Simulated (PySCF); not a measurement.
[Cr(H2O)6]3+: Cr(III) (d3), charge +3. The structure is a model geometry with rigid ligands and bond lengths from ionic radii and axial bond length changed to 0.95 of its base value, not a minimum; coordination octahedral, point group D2h, metal–donor distances 1.88–1.98 Å.

```
19

Cr    0.0000    0.0000    0.0000
O     0.0000    0.0000    1.8762
H     0.7750    0.0000    2.4512
H    -0.7750    0.0000    2.4512
O     0.0000    0.0000   -1.8762
H     0.7750    0.0000   -2.4512
H    -0.7750    0.0000   -2.4512
O     1.9750    0.0000    0.0000
H     2.5500    0.7750    0.0000
H     2.5500   -0.7750    0.0000
O    -1.9750    0.0000    0.0000
H    -2.5500    0.7750    0.0000
H    -2.5500   -0.7750    0.0000
O     0.0000    1.9750    0.0000
H     0.0000    2.5500    0.7750
H     0.0000    2.5500   -0.7750
O     0.0000   -1.9750    0.0000
H     0.0000   -2.5500    0.7750
H     0.0000   -2.5500   -0.7750
```

Method (PySCF 2.14, density fitting): CASSCF(3,5) with orbitals averaged over all microstates of the shell, strongly contracted NEVPT2 on the averaged canonical orbitals; basis x2c-TZVPall on the metal, x2c-SVPall elsewhere; spin-free X2C; gas phase; spin-orbit coupling by state interaction with the mean-field operator over all roots.

(1) Which term lies lowest, and with what spin?

(2) List the excited states of the same spin.

(3) Which is the lowest state of another spin?

(4) Give the fitted ligand-field and repulsion parameters.

(5) What magnetic behaviour follows?

NEVPT2 lifts 4B1g (from 4T2g) from 15225 to 17502 cm⁻¹; on the d shell alone it tends to overshoot states that fill the eg-type orbitals. NEVPT2 on the d shell alone tends to put d–d bands too high for such charged or covalently bound ions.

The job took 16 s on one thread of Arm Neoverse V2 (shared host), with 192 basis functions, launched as `OMP_NUM_THREADS=1 python lf_run.py task.json out`.

Answers

(1) 4Ag (from 4A2g) (S = 3/2, orbital degeneracy 1), with 3.0 electrons in the lower (t2g-type) set and 0.0 in the upper (eg-type) set, by NEVPT2.

(2) By NEVPT2, the lowest six: 4B1g (from 4T2g) at 17502 cm⁻¹ (571 nm); 4B3g (from 4T2g) at 19016 cm⁻¹ (526 nm); 4B2g (from 4T2g) at 20161 cm⁻¹ (496 nm); 4B3g (from 4T1g) at 26409 cm⁻¹ (379 nm); 4B2g (from 4T1g) at 27536 cm⁻¹ (363 nm); 4B1g (from 4T1g) at 29976 cm⁻¹ (334 nm). All are electric-dipole forbidden at this geometry.

(3) 2Ag (from 2Eg) at 17322 cm⁻¹ by NEVPT2; CASSCF alone puts it at 19106 cm⁻¹ above the same ground state.

(4) At CASSCF level (the NEVPT2 levels don't fit a ligand-field model well): orbital energies 0, 166, 1168, 15219, 19270 cm⁻¹; 10Dq = 16800 cm⁻¹ (difference of the means of the two sets); B = 1043 cm⁻¹; C = 3920 cm⁻¹; B over its free-ion value at the same level 0.903; rms of the fit 94 cm⁻¹; ζ = 260 cm⁻¹ (free ion 278).

(5) The ground multiplet follows a spin Hamiltonian with S = 3/2, g = 1.968, 1.971, 1.973, D = -0.12 cm⁻¹, E/|D| = 0.26 (spin-orbit part alone); the lowest levels hold 100 % of the spin-free ground state. μeff is 3.84 μB at 300 K and 3.82 μB at 10 K; the spin-only value is 3.88 μB.
